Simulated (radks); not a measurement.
Excited configurations of the tellurium ion Te3+: one electron is placed in a higher orbital outside [Kr] 4d10 5s2. The ground configuration is [Kr] 4d10 5s2 5p1. All-electron calculation, non-relativistic Kohn-Sham, PBE, spin-polarised, spherical densities, point nucleus; open shells are filled with parallel spins first (spin-orbit coupling, left out, can overturn this in heavy ions); relativity is left out, which matters for an element this heavy. Program: a radial shooting solver on a logarithmic mesh with Libxc functionals. Excitation = E - E(ground); binding = E(ion) - E, where the ion is the core of charge +4; n* = 4/sqrt(2 binding) in atomic units, and the quantum defect is n - n*.

| outer orbital | excitation (eV) | binding (eV) | n* | quantum defect | eigenvalue (eV) | <r> (bohr) |
|---|---|---|---|---|---|---|
| 4f | 19.388 | 17.157 | 3.562 | 0.438 | -13.417 | 2.880 |
| 5d | 13.499 | 23.046 | 3.073 | 1.927 | -19.696 | 3.002 |
| 6s | 15.604 | 20.941 | 3.224 | 2.776 | -18.805 | 4.059 |
| 6p | 18.685 | 17.859 | 3.491 | 2.509 | -15.978 | 4.549 |
| 6f | 28.610 | 7.935 | 5.238 | 0.762 | -6.929 | 8.949 |
| 7p | 25.598 | 10.947 | 4.459 | 2.541 | -9.774 | 7.515 |
| 7f | 30.772 | 5.772 | 6.141 | 0.859 | -5.128 | 13.04 |

The Delta-SCF ionisation energy is 36.545 eV (NIST Atomic Spectra Database: 37.416 eV, measured). Self-interaction in the functional shifts the binding energies and quantum defects, so they are the method's values and not measured ones. Relativity is left out here, which matters for elements this heavy. Open shells are spherical and high-spin; term and fine-structure splittings are not resolved.
